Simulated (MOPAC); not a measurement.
Job for MOPAC: PM3 on AlH4N (SMILES [NH2][AlH2]), a point of a bond scan (R = 1.765 Å).

```
PM3 1SCF PRECISE CHARGE=0 THREADS=1
AlH4N

Al     0.01202691 1    -0.28251526 1    -0.58588261 1
H     -1.25287826 1    -0.11264194 1    -1.51237750 1
H      1.30419113 1    -1.09271048 1    -0.98729284 1
N     -0.02070206 1     0.48629669 1     1.00848631 1
H     -1.36615015 1     1.43352729 1     1.64583524 1
H      0.72678123 1     0.44640271 1     1.68405446 1
```

Program output:

```
*******************************************************************************
 **                                                                           **
 **                              MOPAC v23.2.5                                **
 **                                                                           **
 *******************************************************************************
 ** MOPAC's Digital Object Identifier: https://doi.org/10.5281/zenodo.6511958 **
 **                                                                           **
 ** Please cite the open-source release paper for use of this MOPAC version:  **
 ** J. E. Moussa and J. J. P. Stewart (2026)                                  **
 ** MOPAC: An open-source semiempirical molecular orbital program             **
 ** J. Open Source Softw., 11(119), 8025, https://doi.org/10.21105/joss.08025 **
 *******************************************************************************

                              PM3 CALCULATION RESULTS

 *******************************************************************************
 *  PM3        - The PM3 Hamiltonian to be used
 *
 *
 *
 *                 CHARGE ON SYSTEM = 0
 *
 *
 *
 *  PRECISE    - TIGHTER CRITERIA TO BE USED
 *  1SCF       - DO 1 SCF AND THEN STOP
 *  THREADS=1  - MULTI-THREADING NOT USED
 *  T=         - A TIME OF 172800.0 SECONDS REQUESTED
 *  DUMP=N     - RESTART FILE WRITTEN EVERY 7200.0 SECONDS REQUESTED
 *******************************************************************************
PM3 1SCF PRECISE CHARGE=0 THREADS=1
 AlH4N

   ATOM   CHEMICAL          X               Y               Z
  NUMBER   SYMBOL      (ANGSTROMS)     (ANGSTROMS)     (ANGSTROMS)

     1      Al          0.01202691  *  -0.28251526  *  -0.58588261  *
     2       H         -1.25287826  *  -0.11264194  *  -1.51237750  *
     3       H          1.30419113  *  -1.09271048  *  -0.98729284  *
     4       N         -0.02070206  *   0.48629669  *   1.00848631  *
     5       H         -1.36615015  *   1.43352729  *   1.64583524  *
     6       H          0.72678123  *   0.44640271  *   1.68405446  *



          CARTESIAN COORDINATES

    NO.       ATOM           X           Y           Z

     1        Al          0.0120     -0.2825     -0.5859
     2         H         -1.2529     -0.1126     -1.5124
     3         H          1.3042     -1.0927     -0.9873
     4         N         -0.0207      0.4863      1.0085
     5         H         -1.3662      1.4335      1.6458
     6         H          0.7268      0.4464      1.6841

  H: (PM3): J. J. P. STEWART, J. COMP. CHEM. 10, 209 (1989).
  N: (PM3): J. J. P. STEWART, J. COMP. CHEM. 10, 209 (1989).
 Al: (PM3): J. J. P. STEWART, J. COMP. CHEM. 10, 209 (1989).

           Empirical Formula: H4 N Al  =     6 atoms



      MOLECULAR POINT GROUP   :   Cs


      RHF CALCULATION, NO. OF DOUBLY OCCUPIED LEVELS = 6


 -------------------------------------------------------------------------------
 PM3 1SCF PRECISE CHARGE=0 THREADS=1
 AlH4N



     1SCF WAS SPECIFIED, SO BFGS WAS NOT USED
     SCF FIELD WAS ACHIEVED


                              PM3 CALCULATION
                                                       MOPAC v23.2.5 Linux




          FINAL HEAT OF FORMATION =        116.22125 KCAL/MOL =     486.26973 KJ/MOL


          COSMO AREA              =         94.02 SQUARE ANGSTROMS
          COSMO VOLUME            =         77.59 CUBIC ANGSTROMS

          IONIZATION POTENTIAL    =         10.312219 EV
          HOMO LUMO ENERGIES (EV) =        -10.312 -1.650
          NO. OF FILLED LEVELS    =          6
          MOLECULAR WEIGHT        =         45.0198         POINT GROUP:  Cs

          MOLECULAR DIMENSIONS (Angstroms)

            Atom       Atom       Distance
            H     5    H     3     4.52172
            H     6    H     2     3.66600
            N     4    H     6     0.00000


          SCF CALCULATIONS        =          1





   ATOM   CHEMICAL          X               Y               Z
  NUMBER   SYMBOL      (ANGSTROMS)     (ANGSTROMS)     (ANGSTROMS)

     1      Al          0.01202691  *  -0.28251526  *  -0.58588261  *
     2       H         -1.25287826  *  -0.11264194  *  -1.51237750  *
     3       H          1.30419113  *  -1.09271048  *  -0.98729284  *
     4       N         -0.02070206  *   0.48629669  *   1.00848631  *
     5       H         -1.36615015  *   1.43352729  *   1.64583524  *
     6       H          0.72678123  *   0.44640271  *   1.68405446  *

                             CARTESIAN COORDINATES

   1   Al        0.012026910    -0.282515260    -0.585882610
   2    H       -1.252878260    -0.112641940    -1.512377500
   3    H        1.304191130    -1.092710480    -0.987292840
   4    N       -0.020702060     0.486296690     1.008486310
   5    H       -1.366150150     1.433527290     1.645835240
   6    H        0.726781230     0.446402710     1.684054460


           Empirical Formula: H4 N Al  =     6 atoms



      MOLECULAR POINT GROUP   :   Cs


                  EIGENVALUES
 -25.64288 -14.83474 -12.58142 -11.22711 -10.58054 -10.31222  -1.65006  -1.11119
   0.83007   1.34871   3.80550   4.42653


              NET ATOMIC CHARGES AND DIPOLE CONTRIBUTIONS

  ATOM NO.   TYPE          CHARGE      No. of ELECS.   s-Pop       p-Pop
    1         Al           0.358802        2.6412     0.47956     2.16163
    2          H          -0.184638        1.1846     1.18464
    3          H          -0.185439        1.1854     1.18544
    4          N          -0.148304        5.1483     1.48134     3.66696
    5          H           0.098071        0.9019     0.90193
    6          H           0.061507        0.9385     0.93849
 DIPOLE           X         Y         Z       TOTAL
 POINT-CHG.    -0.444     1.047     1.765     2.100
 HYBRID         0.182     0.323     0.868     0.944
 SUM           -0.261     1.370     2.634     2.980


          ATOMIC ORBITAL ELECTRON POPULATIONS

     Atom    s        px        py        pz
    1 Al   0.47956   0.91137   0.57509   0.67518
    2  H   1.18464
    3  H   1.18544
    4  N   1.48134   1.08918   1.38178   1.19600
    5  H   0.90193
    6  H   0.93849

 **********************
 *                    *
 * JOB ENDED NORMALLY *
 *                    *
 **********************




 == MOPAC DONE ==
```

The run finished.

Cost: roughly 0.05 core-seconds.
